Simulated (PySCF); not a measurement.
**How methods differ on the ionisation energy of Fe**

Fe [Ar] 3d6 4s2 [3d3/2^4 3d5/2^2, M_J = 4] → Fe⁺ [Ar] 3d6 4s1 [3d3/2^4 3d5/2^2 4s1/2^1, M_J = 9/2], as a difference of total energies. Calculation: PySCF 2.14, in x2c-TZVPall-2c with one added diffuse shell each of s, p, d type (7s8p5d1f, 63 functions); the two-component X2C-1e Hamiltonian. Correlated levels: [Ne] frozen; the 6 highest virtual spinors dropped. "Screened" scales the spin-orbit matrix elements by Boettger's factors to mimic the two-electron term; Breit and QED terms are absent.

| method | ionisation energy (eV) |
| --- | --- |
| GHF (spin-free) | 6.441 |
| GMP2 (spin-free) | 7.451 |
| GHF (screened spin-orbit) | 6.439 |
| GMP2 (screened spin-orbit) | 7.450 |

Task: How much does correlation contribute at GMP2 (screened spin-orbit)?

Result: 7.450 − (6.439) = 1.011 eV, measured against GHF (screened spin-orbit).

Errors of the correlated levels include the incompleteness of this basis and the frozen core.

The labels give the starting determinants; with spin-orbit coupling the two ends relaxed to ⟨J²⟩ = 20.02, ⟨L²⟩ = 6.01, ⟨S²⟩ = 6.01 and ⟨J²⟩ = 24.76, ⟨L²⟩ = 6.01, ⟨S²⟩ = 8.75.

MP2 underrates the near-degeneracy of ns² with np² in the lower species.

For comparison: 7.902 eV (measured; NIST Atomic Spectra Database, ionization energies).
